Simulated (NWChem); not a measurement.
System: Si2H5, doublet; SMILES [SiH3][SiH2]

Excerpt of the output:

```
             Northwest Computational Chemistry Package (NWChem) 7.3.0
             --------------------------------------------------------

                             Geometry "geometry" -> ""
                             -------------------------

 Output coordinates in angstroms (scale by  1.889725989 to convert to a.u.)

  No.       Tag          Charge          X              Y              Z
 ---- ---------------- ---------- -------------- -------------- --------------
    1 Si                  14.0000     0.12079200    -1.22866900     0.09455800
    2 Si                  14.0000     0.03823600     1.10740300     0.02344300
    3 H                    1.0000     1.07114400    -1.84657900    -0.89898100
    4 H                    1.0000    -1.22655300    -1.89839000     0.00306200
    5 H                    1.0000    -0.85690000     1.60221500     1.12737900
    6 H                    1.0000     1.42337500     1.65703100     0.23312300
    7 H                    1.0000    -0.48939000     1.63187300    -1.28974400

 Effective nuclear repulsion energy (a.u.)      82.1069057761

  xc_inp: hfexch multiplicative factor not found.
                              NWChem Property Module
                              ----------------------

  itol2e modified to match energy
  convergence criterion.

                                 NWChem DFT Module
                                 -----------------

 Summary of "ao basis" -> "ao basis" (spherical)
 ------------------------------------------------------------------------------
       Tag                 Description            Shells   Functions and Types
 ---------------- ------------------------------  ------  ---------------------
 Si                         iglo-ii                 15       35   7s6p2d
 H                          iglo-ii                  4        6   3s1p

  itol2e modified to match energy
  convergence criterion.

            General Information
            -------------------
          SCF calculation type: DFT
          Wavefunction type:  spin polarized.
          No. of atoms     :     7
          No. of electrons :    33
           Alpha electrons :    17
            Beta electrons :    16
          Charge           :     0
          Spin multiplicity:     2
          Use of symmetry is: off; symmetry adaption is: off
          Maximum number of iterations: 150
          AO basis - number of functions:   100
                     number of shells:    50
          Convergence on energy requested:  1.00D-07
          Convergence on density requested:  1.00D-05
          Convergence on gradient requested:  5.00D-04

              XC Information
              --------------
                     Hartree-Fock (Exact) Exchange  1.000

      Superposition of Atomic Density Guess
      -------------------------------------

 Sum of atomic energies:        -580.12264479

      Non-variational initial energy
      ------------------------------

 Total energy =    -580.537324
 1-e energy   =    -966.893263
 2-e energy   =     304.249032
 HOMO         =      -0.137400
 LUMO         =       0.074165

[...]

          ----------------------
          Hyperfine Interactions
          ----------------------

 Total Spin Density (Fermi Contact Term)
 ------------------ --------------------
     Atom            x         y         z       Density (a.u.)      Aiso(MHz)     Aiso(Gauss)
     1  29-Si     0.22826  -2.32185   0.17869       0.588921       -523.390456    -186.758414
     2  29-Si     0.07226   2.09269   0.04430       0.001460         -1.297270      -0.462897
     3   1-H      2.02417  -3.48953  -1.69883      -0.004831        -21.594147      -7.705316
     4   1-H     -2.31785  -3.58744   0.00579      -0.004850        -21.680088      -7.735982
     5   1-H     -1.61931   3.02775   2.13044      -0.001398         -6.247103      -2.229118
     6   1-H      2.68979   3.13133   0.44054      -0.001398         -6.246817      -2.229016
     7   1-H     -0.92481   3.08379  -2.43726       0.012148         54.299774      19.375477

           -------------------------------------------
           Anisotropic Interaction (Spin-Dipolar Term)
           -------------------------------------------

 ------------------------------------------------------------
     Atom            x         y         z
 ------------------------------------------------------------
     1  29-Si     0.22826  -2.32185   0.17869

   Spin-Dipolar term (a.u.)
        xx             yy             zz             xy             xz             yz
 ------------------------------------------------------------------------------------------
      -0.455756      -0.612288       1.068044      -0.202784       0.723072      -0.509067

   Principal Comp. of -hf- tensor (au)            Anisotropic -hfcc- (MHz)               Anisotropic -hfcc- (Gauss)
 --------------------------------------------------------------------------------------------------------------------------
     -0.744241    -0.754533     1.498774      78.952115    80.043911  -158.996025      28.172030    28.561609   -56.733640

   Orientation of the principal axis of Hyperfine Tensor w.r.t absolute (molecular) frame
 --------------------------------------------------------------------------------------------------------------------------
      0.931083     0.066699     0.358657
      0.027470     0.967534    -0.251245
     -0.363771     0.243782     0.899022

 ------------------------------------------------------------
     Atom            x         y         z
 ------------------------------------------------------------
     2  29-Si     0.07226   2.09269   0.04430

   Spin-Dipolar term (a.u.)
        xx             yy             zz             xy             xz             yz
 ------------------------------------------------------------------------------------------
       0.002100       0.028125      -0.030225       0.016289      -0.016359       0.042580

   Principal Comp. of -hf- tensor (au)            Anisotropic -hfcc- (MHz)               Anisotropic -hfcc- (Gauss)
 --------------------------------------------------------------------------------------------------------------------------
      0.008904     0.051592    -0.060497      -0.944625    -5.473133     6.417758      -0.337065    -1.952947     2.290012

   Orientation of the principal axis of Hyperfine Tensor w.r.t absolute (molecular) frame
 --------------------------------------------------------------------------------------------------------------------------
      0.930498     0.149554     0.334376
      0.021470     0.889017    -0.457371
     -0.365668     0.432762     0.824017

 ------------------------------------------------------------
     Atom            x         y         z
 ------------------------------------------------------------
     3   1-H      2.02417  -3.48953  -1.69883

   Spin-Dipolar term (a.u.)
        xx             yy             zz             xy             xz             yz
 ------------------------------------------------------------------------------------------
      -0.002714      -0.010818       0.013532      -0.011159      -0.005945       0.003154

   Principal Comp. of -hf- tensor (au)            Anisotropic -hfcc- (MHz)               Anisotropic -hfcc- (Gauss)
 --------------------------------------------------------------------------------------------------------------------------
      0.001430    -0.018660     0.017231       0.762850    -9.956227     9.193377       0.272203    -3.552623     3.280420

   Orientation of the principal axis of Hyperfine Tensor w.r.t absolute (molecular) frame
 --------------------------------------------------------------------------------------------------------------------------
      0.705899     0.579944    -0.406659
     -0.518982     0.814198     0.260268
      0.482042     0.027326     0.875722

 ------------------------------------------------------------
     Atom            x         y         z
 ------------------------------------------------------------
     4   1-H     -2.31785  -3.58744   0.00579

   Spin-Dipolar term (a.u.)
        xx             yy             zz             xy             xz             yz
 ------------------------------------------------------------------------------------------
       0.009905      -0.009826      -0.000079       0.010996       0.008914      -0.005098

   Principal Comp. of -hf- tensor (au)            Anisotropic -hfcc- (MHz)               Anisotropic -hfcc- (Gauss)
 --------------------------------------------------------------------------------------------------------------------------
      0.017236    -0.018662     0.001426       9.196356    -9.957093     0.760737       3.281483    -3.552932     0.271449

   Orientation of the principal axis of Hyperfine Tensor w.r.t absolute (molecular) frame
 --------------------------------------------------------------------------------------------------------------------------
      0.883090    -0.437791    -0.168794
      0.289231     0.791185    -0.538862
      0.369457     0.427043     0.825310

[...]
```

Level: UHF/IGLO-II, contact and dipolar terms. Coordinates come from a PBE-D3(BJ)/def2-SVP, spin-unrestricted optimisation. No stability test was run on the SCF state.

Question: Write an input that gives this output.

Answer: One answer among several that fit: the input that was run:
```
start job
memory heap 200 mb stack 900 mb global 1100 mb
geometry units angstroms noautosym nocenter noautoz
  Si     0.120792    -1.228669     0.094558
  Si     0.038236     1.107403     0.023443
  H      1.071144    -1.846579    -0.898981
  H     -1.226553    -1.898390     0.003062
  H     -0.856900     1.602215     1.127379
  H      1.423375     1.657031     0.233123
  H     -0.489390     1.631873    -1.289744
end
basis spherical
  * library iglo-ii
end
dft
  odft
  mult 2
  xc hfexch
  iterations 150
end
property
  hyperfine
end
task dft property
```
